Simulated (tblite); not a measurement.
C₅H₈Cl₂Si.
SMILES with atom numbers: `[CH3:1][Si@@H:2]([Cl:3])[C:4]1=[C:5]([Cl:6])[CH2:7][CH2:8]1` (hydrogens: H9, H10, H11 on C1; H12 on Si2; H13, H14 on C7; H15, H16 on C8)

Computed geometry: GFN2-xTB, gas phase.

(1) Give the optimised bond lengths and angles.

## Answers

(1) 
```tsv
bond	length (Å)
C1–Si2	1.896
Si2–Cl3	2.030
Si2–C4	1.872
C4=C5	1.340
C5–Cl6	1.703
C5–C7	1.497
C7–C8	1.548
C4–C8	1.521
C1–H9, C1–H10, C1–H11	1.086
Si2–H12	1.466
C7–H13	1.088
C7–H14	1.089
C8–H15	1.087
C8–H16	1.087
```

Bonds in one row agree within 0.01 Å and their mean is given. A selection of angles:
```tsv
angle	degrees
Si2–C1–H9	111.4
H9–C1–H10	107.7
C1–Si2–Cl3	109.9
C1–Si2–C4	110.4
C1–Si2–H12	111.7
Cl3–Si2–C4	106.7
Cl3–Si2–H12	107.3
C4–Si2–H12	110.7
Si2–C4–C5	135.6
Si2–C4–C8	132.9
C5–C4–C8	91.5
C4–C5–Cl6	133.7
C4–C5–C7	96.5
Cl6–C5–C7	129.8
C5–C7–C8	84.8
C5–C7–H13	115.4
C5–C7–H14	115.1
C8–C7–H13	115.5
C8–C7–H14	115.2
H13–C7–H14	109.3
C7–C8–H15	114.9
C7–C8–H16	114.8
C4–C8–C7	87.3
C4–C8–H15	114.6
C4–C8–H16	114.4
H15–C8–H16	109.6
```

Torsions: C1–Si2–C4–C5 34° (synclinal); Si2–C4–C5–Cl6 0° (synperiplanar); C4–C5–C7–C8 0° (synperiplanar); C5–C7–C8–C4 0° (synperiplanar); Si2–C4–C8–C7 180° (antiperiplanar).

Si2 (chlorine-bound silicon) is tetrahedral (angles from 106.7° to 111.7°). The C–Si distances run from 1.872 Å (Si2–C4, drawn single) to 1.896 Å (C1–Si2, drawn single), a spread of 0.024 Å. The C–C distances run from 1.340 Å (C4=C5, drawn double) to 1.548 Å (C7–C8, drawn single), a spread of 0.208 Å. The 4-membered ring C4–C5–C7–C8 has internal angles of 84.8° to 96.5°; it is planar, 0.00 Å rms from its mean plane, widest ring torsion 0°.

Point group: C1 (no symmetry element, even within 0.4 Å). Its lowest GFN2-xTB frequency is 10 cm⁻¹, too small to tell a flat minimum from a shallow saddle. One conformer, not necessarily the lowest.

The run took 2.2 s on one thread, Intel Xeon at 2.50 GHz (x86_64), shared host. That covers the optimisation of the geometry.
